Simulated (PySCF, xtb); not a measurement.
C3H10ClNSi, SMILES CN[C@@H](C)[SiH2]Cl. Other conformers were not sampled.

Harmonic wavenumbers (cm⁻¹) from GFN2-xTB (xtb) at its own minimum, in rising order: 36, 80, 124, 199, 221, 225, 302, 332, 438, 495, 508, 590, 665, 717, 768, 828, 927, 1013, 1068, 1078, 1113, 1170, 1199, 1276, 1302, 1401, 1413, 1427, 1489, 1496, 1503, 1507, 2244, 2295, 2737, 2842, 2995, 3007, 3022, 3037, 3042, 3328.

Task: What does PBE-D3(BJ)/def2-SVP run with PySCF give at its own minimum? (The exact figures need the calculation; the answer reports its results.)

Result: 50, 83, 121, 182, 230, 252, 277, 321, 405, 503, 555, 672, 689, 717, 835, 862, 902, 967, 1025, 1054, 1102, 1150, 1182, 1202, 1279, 1338, 1389, 1396, 1410, 1416, 1426, 1444, 2176, 2189, 2871, 2911, 2953, 3004, 3034, 3060, 3068, 3443. Paired by order, the mean absolute difference is 41 cm⁻¹ and the zero-point energies are 79.3 and 78.8 kcal/mol.
